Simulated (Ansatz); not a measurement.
Basis-set extrapolation for C2H8AlNSi, SMILES `N=[CH][AlH][CH2][SiH3]` (PBE0-D4/def2-TZVP geometry, frozen core, Ansatz 0.2.0). Multiplicity 1, RHF reference.

```tsv
	def2-TZVPP	def2-QZVPP
HF	-665.735372	-665.757834
MP2 correlation	-0.742777	-0.792868
CCSD(T) correlation	-0.832956	not run
```

Energies in hartree. Use E(X) = E(∞) + A·exp(−7.88·√X) for Hartree–Fock and E(X) = E(∞) + B·X^(−2.97) for correlation, with X = 3 and 4, and add CCSD(T) minus MP2 of the smaller set to the MP2 limit.

Question: What is the CCSD(T) energy at the basis-set limit?

Answer: HF limit: -665.757834 + (-0.022462) × 0.13774 = -665.76093. MP2 limit: -0.792868 + (-0.050091) × 0.74074 = -0.82997. Higher-order term: -0.832956 − (-0.742777) = -0.09018. Total: -666.68108 hartree, 3.07 eV below CCSD(T)/def2-TZVPP.
